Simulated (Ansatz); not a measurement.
Reactions of H4OSSi2, SMILES `[SiH3]O[Si]S`.

Gas-phase electronic energies from Ansatz, PBE0-D4/def2-TZVP geometries. CCSD(T)/CBS is the MP2 limit (def2-TZVPP, def2-QZVPP) plus CCSD(T) − MP2 in def2-TZVPP, frozen cores. This one scheme is used for every species. DFT in def2-TZVPP. B3LYP here is the variant with VWN-RPA as its local correlation; programs differ in this. def2 core potentials past Kr. For In, Sc, Sn outer-core shells are correlated without core-valence functions, which leaves a few kJ/mol of doubt a bond. Scalar relativity is left out up to krypton. Each species was taken in one conformer, which may not be the lowest.

```
                                                                    reaction  HF/CBS(def2) (eV)  B3LYP-D4 (eV)
            `[SiH3]O[Si]S` + `[OH][Sn][OH]` → `[OH][Sn][O][SiH3]` + `O[Si]S`              -0.05          -0.06
`[SiH3]O[Si]S` + `C[O][Sc]([OH])[Cl]` → `C[O][Sc]([Cl])[O][SiH3]` + `O[Si]S`              -0.13          -0.09
                 `[SiH3]O[Si]S` + `NC(O)(O)F` → `NC(O)(F)O[SiH3]` + `O[Si]S`               0.27           0.20
  `[SiH3]O[Si]S` + `[OH][In]([F])[SH]` → `[F][In]([SH])[O][SiH3]` + `O[Si]S`              -0.03           0.05
      `[SiH3]O[Si]S` + `[NH2][SnH2][OH]` → `[OH][SnH2][NH][SiH3]` + `O[Si]S`               0.49           0.40
`[SiH3]O[Si]S` + `[OH][In]([SH])[Cl]` → `[SiH3][O][In]([SH])[Cl]` + `O[Si]S`              -0.03           0.04
```

Question: Give the CCSD(T)/CBS values in the same order. (Best estimate.)

Answer: The calculation gave: -0.06, -0.12, 0.20, 0.00, 0.36, -0.01 eV.

Largest T1 diagnostic: 0.018, for `[OH][Sn][OH]`.
